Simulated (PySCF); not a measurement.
HOSi (SMILES [OH+]=[Si]), charge +1, singlet, at a GFN2-xTB geometry, with bond 2-1 at 1.3 times its length; PySCF with BLYP/6-31G.

The PySCF input:
```python
from pyscf import gto, scf, dft

mol = gto.Mole()
mol.atom = '''
    O    -0.000000   -0.000000   -0.888354
    Si    0.000000    0.000000    1.098862
    H    -0.000000   -0.000000   -1.857005
'''
mol.basis = '6-31g'
mol.charge = 1
mol.spin = 0
mol.verbose = 4
mol.build()

mf = dft.RKS(mol)
mf.xc = 'blyp'
mf.diis_space = 20
mf.kernel()
```

**Question.** What does PySCF print? Leave out banner, timings and long lists.

**Answer.** 
```
PySCF version 2.14.0

[INPUT] verbose = 4
[INPUT] num. atoms = 3
[INPUT] num. electrons = 22
[INPUT] charge = 1
[INPUT] spin (= nelec alpha-beta = 2S) = 0
[INPUT] symmetry False subgroup None
[INPUT] Mole.unit = angstrom
[INPUT] Symbol           X                Y                Z      unit          X                Y                Z       unit  Magmom
[INPUT]  1 O      0.000000000000   0.000000000000  -0.888354000000 AA    0.000000000000   0.000000000000  -1.678745761662 Bohr   0.0
[INPUT]  2 Si     0.000000000000   0.000000000000   1.098862000000 AA    0.000000000000   0.000000000000   2.076548228692 Bohr   0.0
[INPUT]  3 H      0.000000000000   0.000000000000  -1.857005000000 AA    0.000000000000   0.000000000000  -3.509230861948 Bohr   0.0

nuclear repulsion = 36.7013533753619
number of shells = 14
number of NR pGTOs = 72
number of NR cGTOs = 24
basis = 6-31g
ecp = {}

******** <class 'pyscf.dft.rks.RKS'> ********
method = RKS
initial guess = minao
damping factor = 0
level_shift factor = 0
DIIS = <class 'pyscf.scf.diis.CDIIS'>
diis_start_cycle = 1
diis_space = 20
diis_damp = 0
SCF conv_tol = 1e-09
SCF conv_tol_grad = None
SCF max_cycles = 50
direct_scf = True
direct_scf_tol = 1e-13
XC library pyscf.dft.libxc version 7.1.2
    S. Lehtola, C. Steigemann, M. J. T. Oliveira, and M. A. L. Marques,  SoftwareX 7, 1–5 (2018)
XC functionals = blyp
    A. D. Becke,  Phys. Rev. A 38, 3098 (1988)
    C. Lee, W. Yang, and R. G. Parr,  Phys. Rev. B 37, 785 (1988)
    B. Miehlich, A. Savin, H. Stoll, and H. Preuss,  Chem. Phys. Lett. 157, 200 (1989)
radial grids:
    Treutler-Ahlrichs [JCP 102, 346 (1995); DOI:10.1063/1.469408] (M4) radial grids

becke partition: Becke, JCP 88, 2547 (1988); DOI:10.1063/1.454033
pruning grids: <function nwchem_prune>
grids dens level: 3
symmetrized grids: False
atomic radii adjust function: <function treutler_atomic_radii_adjust>
small_rho_cutoff = 0
Set gradient conv threshold to 3.16228e-05
Initial guess from minao.
tot grids = 43072
init E= -365.128119749591
  HOMO = -0.330148784700795  LUMO = -0.116936167769446  gap/eV = 5.80181
cycle= 1 E= -364.660600847441  delta_E= 0.468  |g|= 0.978  |ddm|= 1.47
  HOMO = -0.492131207969569  LUMO = -0.222829415170629  gap/eV = 7.32808
cycle= 2 E= -358.191805447075  delta_E= 6.47  |g|= 3.38  |ddm|= 3.68
  HOMO = -0.553727487623385  LUMO = -0.357746104284836  gap/eV = 5.33293
cycle= 3 E= -364.834800547843  delta_E= -6.64  |g|= 0.453  |ddm|= 3.51
  HOMO = -0.478579324719624  LUMO = -0.389058385689919  gap/eV = 2.43599
cycle= 4 E= -364.802845371792  delta_E= 0.032  |g|= 0.655  |ddm|= 1.11
  HOMO = -0.484021801300398  LUMO = -0.388455007802622  gap/eV = 2.60050
cycle= 5 E= -364.859221255792  delta_E= -0.0564  |g|= 0.494  |ddm|= 0.17
  HOMO = -0.496894421118582  LUMO = -0.392183630476683  gap/eV = 2.84933
cycle= 6 E= -364.910146936896  delta_E= -0.0509  |g|= 0.219  |ddm|= 0.194
  HOMO = -0.502075476778682  LUMO = -0.386118647639247  gap/eV = 3.15535
cycle= 7 E= -364.923955160137  delta_E= -0.0138  |g|= 0.0159  |ddm|= 0.179
  HOMO = -0.503281605761637  LUMO = -0.386592057923316  gap/eV = 3.17528
cycle= 8 E= -364.924017486123  delta_E= -6.23e-05  |g|= 0.00249  |ddm|= 0.0112
  HOMO = -0.503401420669383  LUMO = -0.386547551310827  gap/eV = 3.17976
cycle= 9 E= -364.92401910453  delta_E= -1.62e-06  |g|= 0.000573  |ddm|= 0.0026
  HOMO = -0.503371943725499  LUMO = -0.386549192636604  gap/eV = 3.17891
cycle= 10 E= -364.924019195489  delta_E= -9.1e-08  |g|= 2.85e-05  |ddm|= 0.000439
  HOMO = -0.503369779293532  LUMO = -0.386548870829874  gap/eV = 3.17886
cycle= 11 E= -364.924019195712  delta_E= -2.23e-10  |g|= 1.39e-06  |ddm|= 2.37e-05
  HOMO = -0.503370351969857  LUMO = -0.386548862690737  gap/eV = 3.17887
Extra cycle  E= -364.924019195692  delta_E= 2.05e-11  |g|= 9.08e-06  |ddm|= 7.83e-06
converged SCF energy = -364.924019195692
```
